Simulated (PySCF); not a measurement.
Ge(OH)3(OMe) (CH₆GeO₄), SMILES C[O][Ge]([OH])([OH])[OH].

Geometry optimised at PBE-D3(BJ)/def2-SVP. The values are those of a single conformer.

Method: PBE-D3(BJ)/def2-SVP (PySCF).

Frequencies are harmonic and unscaled.

Computed vibrational spectrum:
```
mode  ν (cm⁻¹)  IR (km/mol)  moving atoms (share of kinetic energy)
----  --------  -----------  --------------------------------------
1           58          1.5                  O 41 %, H 28 %, C 28 %
2           95          3.7                                  H 91 %
3          125         43.9                  O 46 %, H 34 %, C 17 %
4          162         39.7                  O 43 %, H 40 %, C 11 %
5          184          4.2                          H 48 %, O 47 %
6          211          5.6                          O 53 %, H 36 %
7          216         10.4                          H 51 %, O 45 %
8          252         32.5                 O 63 %, Ge 22 %, H 15 %
9          262         52.1                 H 51 %, O 38 %, Ge 10 %
10         305        142.6                  H 48 %, O 41 %, Ge 9 %
11         323         32.4         O 40 %, H 28 %, C 19 %, Ge 13 %
12         615         21.7                           O 77 %, C 9 %
13         682         82.8                         O 79 %, Ge 16 %
14         712        104.7                         O 76 %, Ge 22 %
15         725        119.5                         O 75 %, Ge 24 %
16         884         41.0                                  H 93 %
17         905        104.3                          H 89 %, O 10 %
18         913        169.7                           H 87 %, O 9 %
19        1080        186.0                          O 51 %, C 43 %
20        1133          0.1                          H 77 %, C 18 %
21        1153          5.5                   H 71 %, C 20 %, O 9 %
22        1410          3.6                                  H 92 %
23        1418          5.4                                  H 93 %
24        1431          8.7                                  H 96 %
25        2927         72.6                                  H 97 %
26        3006         29.7                          H 90 %, C 10 %
27        3042         23.4                          H 90 %, C 10 %
28        3718         79.7                                  H 94 %
29        3722         70.2                                  H 94 %
30        3725         55.2                                  H 94 %
```
